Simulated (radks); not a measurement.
The cobalt ion Co2+ is in [Ar] 3d7. All-electron calculation, scalar-relativistic Kohn-Sham, BLYP, spin-polarised, spherical densities, finite nucleus; Fermi nuclear charge, rms radius of each element as measured or else 0.836 A^(1/3) + 0.57 fm. Program: a radial shooting solver on a logarithmic mesh with Libxc functionals. Open shells are filled with parallel spins first. One electron is removed from 3s, 3d, 2p, 3p in turn, with full relaxation. Which removal costs least, and what does each cost?

Answer. 3d 33.674 eV; 3p 91.942 eV; 3s 128.74 eV; 2p 816.77 eV. The 3d electron leaves first.
